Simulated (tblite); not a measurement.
C₅H₄FN₂ (doublet state).
Numbering: `[N:1]#[C:2][C:3]1=[C:4]([F:5])[CH:6][NH:7][CH2:8]1` (hydrogens: H9 on C6; H10 on N7; H11, H12 on C8)

Computed geometry: GFN2-xTB, gas phase. This method treats the open shell by occupation alone, without spin polarisation.

Some entries are withheld. Bonds in one row agree within 0.01 Å.

```json
{"coordinate": "N1≡C2", "value": "1.155 Å"}
{"coordinate": "C2–C3", "value": "?"}
{"coordinate": "C3=C4", "value": "?"}
{"coordinate": "C4–F5", "value": "1.335 Å"}
{"coordinate": "C4–C6", "value": "1.376 Å"}
{"coordinate": "C6–N7", "value": "1.364 Å"}
{"coordinate": "N7–C8", "value": "?"}
{"coordinate": "C3–C8", "value": "1.505 Å"}
{"coordinate": "C6–H9", "value": "1.071 Å"}
{"coordinate": "N7–H10", "value": "1.005 Å"}
{"coordinate": "C8–H11, C8–H12", "value": "1.100 Å"}
{"coordinate": "N1–C2–C3", "value": "179.2°"}
{"coordinate": "C2–C3–C4", "value": "129.0°"}
{"coordinate": "C2–C3–C8", "value": "?"}
{"coordinate": "C4–C3–C8", "value": "106.5°"}
{"coordinate": "C3–C4–F5", "value": "125.5°"}
{"coordinate": "C3–C4–C6", "value": "110.4°"}
{"coordinate": "F5–C4–C6", "value": "124.1°"}
{"coordinate": "C4–C6–N7", "value": "109.1°"}
{"coordinate": "C6–N7–C8", "value": "?"}
{"coordinate": "C3–C8–N7", "value": "?"}
```

Task: Fill in the missing values.

Result: 
- C2–C3 = 1.379 Å, drawn single in a drawing that doesn't fit all lengths (ends: carbon bonded to C and N; carbon bonded to 3 C); 0.04 Å below the sum of covalent radii, 1.42 Å.
- C3=C4 = 1.399 Å, drawn double in a drawing that doesn't fit all lengths (ends: carbon bonded to 3 C; carbon bonded to 2 C and F); 0.06 Å below the sum of covalent radii, 1.46 Å.
- N7–C8 = 1.444 Å, drawn single in a drawing that doesn't fit all lengths (ends: nitrogen bonded to 2 C and H; carbon bonded to C, N and 2 H); 0.03 Å below the sum of covalent radii, 1.47 Å.
- C2–C3–C8 = 124.5°, at the carbon bonded to 3 C; the outer atoms are 2.553 Å apart.
- C6–N7–C8 = 110.7°, at the nitrogen bonded to 2 C and H, inside a 5-membered ring; the outer atoms are 2.311 Å apart.
- C3–C8–N7 = 103.1°, at the carbon bonded to C, N and 2 H, inside a 5-membered ring; the outer atoms are 2.311 Å apart.

Radii are Cordero's, carbon taken as 0.76, 0.73 or 0.69 Å for four, three, and two or fewer neighbours.

Its GFN2-xTB frequencies are all real (lowest 122 cm⁻¹).
